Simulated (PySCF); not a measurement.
Species: C₅H₁₂B₂.
Numbering: `[BH2:1][CH:2]([BH2:3])[CH:4]1[CH2:5][CH2:6][CH2:7]1`

Computed, not measured: delta-SCF UKS SCAN, pcX-2 on the ionised atom, pcseg-1 elsewhere, spin-free X2C (PySCF 2.14.0). Each binding energy is the total energy of the core-ionised species, with the hole localised on one atom, minus that of the ground state; both are solved self-consistently, so orbital relaxation is included.

Some binding energies are withheld.

```csv
atom(s),bonded to,level,binding energy (eV)
C2,"C, H and 2 B",C 1s,289.93
C4,3 C and H,C 1s,?
C5/C7,2 C and 2 H,C 1s,290.26
C6,2 C and 2 H,C 1s,?
```

(1) Fill in C 1s for C6.

(2) What is the C 1s binding energy of C4?

Answers

(1) 290.38 eV (four-membered-ring carbon). The nearest listed C 1s value is that of C5/C7; the shift against it is +0.12 eV.

(2) 290.36 eV (four-membered-ring carbon). The nearest listed C 1s value is that of C5/C7; the shift against it is +0.10 eV.

Lowest listed C 1s: C2, bonded to C, H and 2 B. Highest, 0.45 eV above it: C6, bonded to 2 C and 2 H. The widest gap between neighbouring values is 0.33 eV, between 289.93 and 290.26 eV. Summing the Pauling electronegativity differences to the bonded atoms, each weighted by its formal bond order, gives -1.37 for the lowest site and -0.70 for the highest; the largest sum, -0.35, belongs to C4, 0.02 eV below the top. The values 290.36 and 290.38 eV lie too close for their order to be trusted.

Q: Which photon energy gives electrons from C 1s of C2 a kinetic energy of 150 eV, and what is their de Broglie wavelength?

A: hν = 289.93 + 150 = 439.93 eV, recoil neglected; λ = 12.264 Å/√(E/eV) = 1.00 Å.

The first atom of each set that the bonding makes equivalent was ionised and stands for the set. Not every level is listed. No level of boron is listed. The structure is a single PBE0-D3(BJ)/def2-SVP conformer in the gas phase; no vibrational or solvent corrections.

Shape of the structure used: `[BH2:1][CH:2]([BH2:3])[CH:4]1[CH2:5][CH2:6][CH2:7]1`: B1–C2–C4–C5 170°.
